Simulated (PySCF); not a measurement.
BeH2S2, SMILES [SH][Be][SH].

The structure is a stationary point at r2SCAN-D4/def2-TZVP. The values are those of a single conformer.

All values below come from CAM-B3LYP/def2-TZVPD run with PySCF.

Symmetry labels are those of the subgroup C2 that the program uses (full group C2).

Computed valence orbital energies around the gap with their symmetry:
| orbital | symmetry | energy (eV) |
|---|---|---|
| HOMO−7 | A | -22.00 |
| HOMO−6 | B | -21.93 |
| HOMO−5 | A | -13.14 |
| HOMO−4 | B | -13.04 |
| HOMO−3 | A | -11.15 |
| HOMO−2 | B | -10.52 |
| HOMO−1 | A | -9.19 |
| HOMO | B | -9.18 |
| LUMO | A | -0.08 |
| LUMO+1 | B | 0.43 |
| LUMO+2 | A | 0.48 |
| LUMO+3 | B | 0.75 |
